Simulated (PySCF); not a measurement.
CH₄AlB₂, B₃H₄N, B₄H₆, B₃H₆Si (calculated)

All values are calculated (PySCF 2.14.0). Calculation on a computer-drawn molecule: the log of a Hartree-Fock and frozen-core CCSD(T) single point meant for a local Hartree-Fock minimum, with one planted fault or none, to be diagnosed. Offsets are logged minus clean, where the clean run is the same molecule without the fault. The reference is restricted for singlets and unrestricted otherwise, and also for a bond in bohr or an excited solution. Adding or removing an electron swaps singlet and doublet. The excited solution moves the top pair (singlet) or top alpha electron (doublet) to the lowest empty orbital. Highest occupied and lowest empty are orbital energies over both spins, largest force is the largest gradient component, triples share is (T) over the correlation energy, the T1 limit is 0.02 restricted and 0.045 unrestricted, electrons count all cores, a negative frequency is imaginary (commonest isotopes), and the dipole is about the centre of nuclear charge.

Common to all runs: meant multiplicity 1; logged SCF converged yes; logged CC converged yes; logged SCF stable within its kind yes; possible faults no fault, one electron removed, one electron added, multiplicity raised by two, geometry at a saddle point, SCF held on an excited solution, minimal basis STO-3G, one bond length entered in bohr, all coordinates scaled.

(1) CH₄AlB₂

Logged structure:
```xyz
8
CH4AlB2
B      0.4205    -2.0231     0.4749
B     -0.1941     0.3059    -1.6297
C     -0.5057     1.3286    -2.5404
Al    -2.1761     2.0698    -2.7376
H      1.5260    -2.4593     0.5553
H     -0.4595    -2.4391     1.1644
H      0.2925     1.7163    -3.1781
H     -3.5765     2.6952    -2.9067
```

- meant charge: 1
- meant basis: cc-pV(D+d)Z
- logged electrons: 32
- logged basis functions: 85
- logged spin squared: 0.7816
- logged highest occupied: -13.134 eV
- logged lowest empty: -4.0487 eV
- logged largest force: 0.013121 hartree/bohr
- logged T1 diagnostic: 0.06734
- logged D1 diagnostic: 0.31229
- logged triples share: 0.042692
- logged dipole magnitude: 3.5803 debye
- logged energy HF: -331.0336 hartree
- logged energy CCSD(T): -331.40303 hartree
- planted fault: one bond length entered in bohr, row 1 of the drawn bonds
- HF energy offset from clean run: 85.48 kcal/mol
- CCSD(T) energy offset from clean run: 90.94 kcal/mol

Drawn bonds:
```tsv
atom	other atom	order
1	2	1
2	3	2
3	4	1
1	5	1
1	6	1
3	7	1
4	8	1
```

Notes: T1 above single-reference limit.

(2) B₃H₄N

Logged structure:
```xyz
8
B3H4N
B     -0.5366    -1.3945    -1.7658
B     -0.2815    -0.0935    -0.7386
B     -0.2954     1.5159    -1.2649
N     -0.3099     2.6781    -1.6700
H     -1.6398    -1.8317    -1.9611
H      0.3771    -1.9350    -2.3311
H     -0.0778    -0.2968     0.4294
H     -0.3184     3.6134    -1.9789
```

- meant charge: 0
- meant basis: cc-pVDZ
- logged electrons: 25
- logged basis functions: 76
- logged spin squared: 0.7616
- logged highest occupied: -16.859 eV
- logged lowest empty: -7.4465 eV
- logged largest force: 0.12221 hartree/bohr
- logged T1 diagnostic: 0.050915
- logged D1 diagnostic: 0.28097
- logged triples share: 0.031671
- logged dipole magnitude: 4.5437 debye
- logged energy HF: -130.46636 hartree
- logged energy CCSD(T): -130.86921 hartree
- planted fault: one electron removed
- HF energy offset from clean run: 207.7 kcal/mol
- CCSD(T) energy offset from clean run: 240.3 kcal/mol

Drawn bonds:
```tsv
atom	other atom	order
1	2	1
2	3	1
3	4	2
1	5	1
1	6	1
2	7	1
4	8	1
```

Notes: T1 above single-reference limit.

(3) B₄H₆

Logged structure:
```xyz
10
B4H6
B     -2.5611     2.2380     1.0106
B     -1.2415     1.3616     1.5622
B      0.1844     1.9638     2.2040
B      1.5866     2.3635     1.3745
H     -2.6515     2.5722    -0.1424
H     -3.4654     2.5482     1.7411
H     -1.3284     0.1555     1.5030
H      0.2030     2.1147     3.4051
H      1.7706     3.4784     0.9593
H      2.4588     1.5580     1.1798
```

- meant charge: 0
- meant basis: cc-pVDZ
- logged electrons: 25
- logged basis functions: 86
- logged spin squared: 0.7891
- logged highest occupied: -17.38 eV
- logged lowest empty: -8.0982 eV
- logged largest force: 0.045861 hartree/bohr
- logged T1 diagnostic: 0.029511
- logged D1 diagnostic: 0.1354
- logged triples share: 0.030411
- logged dipole magnitude: 0.8214 debye
- logged energy HF: -101.7857 hartree
- logged energy CCSD(T): -102.1584 hartree
- planted fault: one electron removed
- HF energy offset from clean run: 219.3 kcal/mol
- CCSD(T) energy offset from clean run: 232.4 kcal/mol

Drawn bonds:
```tsv
atom	other atom	order
1	2	1
2	3	1
3	4	1
1	5	1
1	6	1
2	7	1
3	8	1
4	9	1
4	10	1
```

(4) B₃H₆Si

Logged structure:
```xyz
10
B3H6Si
B     -2.6045     2.3253    -0.0676
B     -2.0213     0.9392     0.6928
B     -1.6654    -0.5397    -0.0024
Si    -2.9411    -2.0846    -0.1491
H     -3.7851     2.5155    -0.1557
H     -1.8479     3.1406    -0.5080
H     -1.8187     0.9945     1.8799
H     -0.5768    -0.7827    -0.4423
H     -3.8172    -2.2895    -1.3086
H     -3.0721    -3.1056     0.8967
```

* meant charge: 1
* meant basis: cc-pV(D+d)Z
* logged electrons: 34
* logged basis functions: 30
* logged spin squared: 0
* logged highest occupied: -14.407 eV
* logged lowest empty: -2.6123 eV
* logged largest force: 0.023904 hartree/bohr
* logged T1 diagnostic: 0.013862
* logged D1 diagnostic: 0.038657
* logged triples share: 0.014725
* logged dipole magnitude: 5.733 debye
* logged energy HF: -361.93441 hartree
* logged energy CCSD(T): -362.11887 hartree
* planted fault: minimal basis STO-3G
* HF energy offset from clean run: 2625 kcal/mol
* CCSD(T) energy offset from clean run: 2752 kcal/mol

Drawn bonds:
```tsv
atom	other atom	order
1	2	1
2	3	1
3	4	1
1	5	1
1	6	1
2	7	1
3	8	1
4	9	1
4	10	1
```

(5) B₃H₆Si

Logged structure:
```xyz
10
B3H6Si
B     -2.5114    -0.1000     0.0000
B     -0.8490     0.4927     0.0000
B      0.5408    -0.6099     0.0000
Si     2.5198     0.1227     0.0000
H     -3.4267     0.6689     0.0000
H     -2.7507    -1.2742     0.0000
H     -0.6105     1.6702     0.0000
H      0.5160    -1.8028     0.0000
H      3.7228    -0.7221     0.0000
H      2.8489     1.5546     0.0000
```

- meant charge: 1
- meant basis: cc-pV(D+d)Z
- logged electrons: 34
- logged basis functions: 95
- logged spin squared: 0
- logged highest occupied: -14.982 eV
- logged lowest empty: -6.5521 eV
- logged largest force: 4.133e-05 hartree/bohr
- logged lowest frequency: -435.84 cm⁻¹
- logged T1 diagnostic: 0.0090075
- logged D1 diagnostic: 0.021833
- logged triples share: 0.023333
- logged dipole magnitude: 5.4961 debye
- logged energy HF: -366.0718 hartree
- logged energy CCSD(T): -366.4499 hartree
- planted fault: geometry at a saddle point
- HF energy offset from clean run: 28.42 kcal/mol
- CCSD(T) energy offset from clean run: 34.19 kcal/mol

Drawn bonds:
```tsv
atom	other atom	order
1	2	1
2	3	1
3	4	1
1	5	1
1	6	1
2	7	1
3	8	1
4	9	1
4	10	1
```
